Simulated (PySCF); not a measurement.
Ranking problems on computed properties.

Each SMILES stands for a single optimised conformer of the isolated species, non-relativistic unless stated. Electronic properties by PySCF.

Dipoles, sizes and rotational constants follow the conformer. The torsions of the flexible species, by atom-mapped SMILES:
- `[CH3:1][NH:2][SiH:3]([O:4][CH3:5])[O:6][CH3:7]`: C1–N2–Si3–O4 169°, N2–Si3–O4–C5 63°, N2–Si3–O6–C7 171°
- `[CH3:1][S:2][Si@@H:3]([OH:4])[SiH3:5]`: C1–S2–Si3–O4 179°, H–O4–Si3–S2 -36°
- `[CH:1]#[C:2][CH2:3][C@H:4]([F:5])[SiH2:6][CH3:7]`: C2–C3–C4–F5 -172°, C3–C4–Si6–C7 176°
- `[CH2:1]=[N:2][NH:3][CH:4]1[CH2:5][CH2:6]1`: C1–N2–N3–C4 -166°, N2–N3–C4–C5 -168°
- `[CH:1]#[C:2][c:3]1[cH:4][c:5]([O:6][CH3:7])[s:8][n:9]1`: C4–C5–O6–C7 0°
- `[CH3:1][PH:2][C:3]([CH3:4])=[O:5]`: C1–P2–C3–C4 57°
- `[CH2:1]=[CH:2]/[C:3](=[CH:4]\[F:5])[C:6](=[O:7])[F:8]`: C1–C2–C3–C4 180°, C2–C3–C6–O7 0°
- `[CH2:1]=[C:2]=[CH:3]/[CH:4]=[CH:5]/[C:6]#[N:7]`: C2–C3–C4–C5 180°

The conformers of `O=[S@@]1C=C(F)C[C@@H](F)C1` aren't listed.

Task: Rank by lowest singlet excitation, highest first (TDDFT PBE0/def2-SVPD at GFN2-xTB geometries).
A. `CPC(C)=O`
B. `C(C#C)[C@H](F)[SiH2]C`
C. `C=NNC1CC1`
D. `CS[Si@@H](O)[SiH3]`
E. `C#Cc1cc(OC)sn1`
F. `CN[SiH](OC)OC`

Result: B (6.66 eV), F (6.03 eV), C (5.44 eV), E (5.13 eV), D (4.72 eV), A (3.90 eV).

Task: Give the two extremes of that set as wavelengths.

Result: `CPC(C)=O`: 318 nm; `C#CC[C@H](F)[SiH2]C`: 186 nm.

Task: Rank by HOMO energy, highest first (PBE0/def2-SVPD at GFN2-xTB geometries).
A. `C=C/C(=C\F)C(=O)F`
B. `C#CC[C@@H]([SiH2]C)F`
C. `C=NNC1CC1`
D. `FC1=COC(F)=CC1`
E. `C#Cc1cc(OC)sn1`

Result: C (-5.94 eV), D (-6.69 eV), E (-6.94 eV), A (-7.59 eV), B (-7.87 eV).

Task: Rank by dipole moment, lowest first (PBE0/def2-SVPD at GFN2-xTB geometries).
A. `CN[SiH](OC)OC`
B. `C=NNC1CC1`
C. `CPC(C)=O`
D. `FC1=COC(F)=CC1`
E. `C=C/C(=C\F)C(=O)F`
F. `C#Cc1cc(OC)sn1`

Result: D (1.22 D), A (1.41 D), B (1.84 D), E (2.17 D), C (3.18 D), F (3.95 D).

Task: Give the two extremes of that set in atomic units.

Result: `FC1=COC(F)=CC1`: 0.48 au; `C#Cc1cc(OC)sn1`: 1.55 au.

Task: Rank by electronic spatial extent ⟨r²⟩ about the centre of nuclear charge, highest first (PBE0/def2-SVPD at GFN2-xTB geometries).
A. `C#CC[C@H](F)[SiH2]C`
B. `FC1=COC(F)=CC1`
C. `CS[Si@@H](O)[SiH3]`
D. `C=NNC1CC1`
E. `CN[SiH](OC)OC`
F. `CC(=O)PC`
G. `C#CC1=NSC(OC)=C1`

Result: G (1500 bohr²), A (1172 bohr²), E (1142 bohr²), C (1044 bohr²), B (907 bohr²), D (714 bohr²), F (581 bohr²).

Task: By how much do the two ends of that ranking differ?

Result: By 919 bohr², between `C#Cc1cc(OC)sn1` and `CPC(C)=O`.

Task: Rank by smallest rotational constant, lowest first (GFN2-xTB).
A. `c1c(snc1C#C)OC`
B. `C=C=C/C=C/C#N`
C. `CPC(C)=O`
D. `C[C@H]1C=C1Cl`
E. `C(=C)/C(=C\F)C(=O)F`

Result: A (0.719 GHz), B (0.915 GHz), E (1.077 GHz), D (2.054 GHz), C (2.311 GHz).

Task: Rank by lowest triplet excitation (Tamm–Dancoff), lowest first (TDA PBE0/def2-SVPD at GFN2-xTB geometries).
A. `O=[S@@]1C=C(F)C[C@@H](F)C1`
B. `CN[SiH](OC)OC`
C. `C#Cc1cc(OC)sn1`
D. `CPC(C)=O`
E. `CS[Si@@H](O)[SiH3]`

Result: D (3.23 eV), C (3.39 eV), A (4.08 eV), E (4.42 eV), B (5.78 eV).
